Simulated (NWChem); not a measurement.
Molecule: CH₂BNO; SMILES BN=C=O

```xyz
6

B      0.0000     0.0000    -1.9437
H      0.0000     1.0549    -2.5322
H      0.0000    -1.0549    -2.5322
N      0.0000     0.0000    -0.5388
C      0.0000     0.0000     0.6590
O      0.0000     0.0000     1.8250
```
Atoms are numbered in this order, from 1.

All runs: NWChem. The geometry was optimised at PBE0/def2-SVP. Ions are spin-unrestricted doublets at the neutral geometry; other ion states weren't tried.

For level CAM-B3LYP/def2-SVP:

vertical ionisation energy, ΔSCF (eV): 10.77
−ε(HOMO) (eV): 9.53

Problem. How do the values read with level PBE/def2-SVP instead?

Solution. The vertical ionisation energy, ΔSCF (eV) is 10.34 and the −ε(HOMO) (eV) is 6.84.
